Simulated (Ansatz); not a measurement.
A nudged elastic band was laid between two geometries of CH3Se (5 atoms, charge -1, multiplicity 1).

All numbers below come from RKS r2SCAN-D4/def2-TZVP in Ansatz.

- movable images: 7
- climbing image: yes
- spring: 5.0 eV/Å²
- optimiser: quadratic models (default)
- start path: IDPP
- force threshold: 0.05 eV/Å
- iteration limit: 60
- end points: relaxed

First end point:

```xyz
5
Properties=species:S:1:pos:R:3
C -0.584 -0.442 0.099
Se 1.048 0.619 -0.147
H -0.431 -0.924 1.079
H -0.495 -1.231 -0.666
H 0.463 1.979 -0.365
```

Last end point:

```xyz
5
Properties=species:S:1:pos:R:3
C 0.050 -0.866 0.151
Se 1.022 0.741 -0.168
H -0.549 -0.766 1.066
H -0.613 -1.077 -0.699
H 0.090 1.968 -0.350
```

(1) What changes between the two ends?

(2) What energy profile does the band end with?

(3) What is the geometry of the highest image?

(4) What are the harmonic wavenumbers there?

The band took 5 iterations and of the order of 90 core-seconds.

Results:

(1) No bond is made or broken. The height of C1 over the plane of its neighbours goes from -0.52 to 0.42 Å.

(2) The forces met the threshold. The highest image is number 3 of 0 to 8, 9.2 kJ/mol above the first end and 20.1 kJ/mol above the last; the last end lies 11.0 kJ/mol below the first. A vibrational analysis at the climbing image gives one clearly imaginary mode, 522i cm⁻¹: a first-order saddle point. Limits of this set-up: an anion without diffuse functions.

| image | path coordinate (Å) | energy (kJ/mol) | height of C1 over the plane of its neighbours (Å) |
| --- | --- | --- | --- |
| 0 | 0.00 | 0.0 | -0.52 |
| 1 | 0.12 | 2.7 | -0.40 |
| 2 | 0.23 | 7.1 | -0.28 |
| 3 | 0.35 | 9.2 | -0.15 |
| 4 | 0.47 | 7.0 | -0.02 |
| 5 | 0.58 | 1.4 | 0.11 |
| 6 | 0.70 | -5.2 | 0.23 |
| 7 | 0.81 | -9.6 | 0.34 |
| 8 | 0.93 | -11.0 | 0.42 |

(3) 
```xyz
5
Properties=species:S:1:pos:R:3:forces:R:3
C -0.294 -0.589 0.114 0.01 0.02 0.00
Se 1.021 0.678 -0.157 0.00 0.01 0.00
H -0.482 -0.908 1.132 -0.01 -0.01 0.01
H -0.549 -1.234 -0.717 -0.01 -0.01 0.00
H 0.304 2.054 -0.373 0.00 -0.01 0.00
```

(4) 522i, 626, 705, 846, 916, 1360, 1675, 3108, 3218 cm⁻¹.

Time of the run: 46 s on 2 threads of Intel(R) Xeon(R) Platinum 8488C (Sapphire Rapids), with other jobs on the host, peak memory 0.17 GiB.
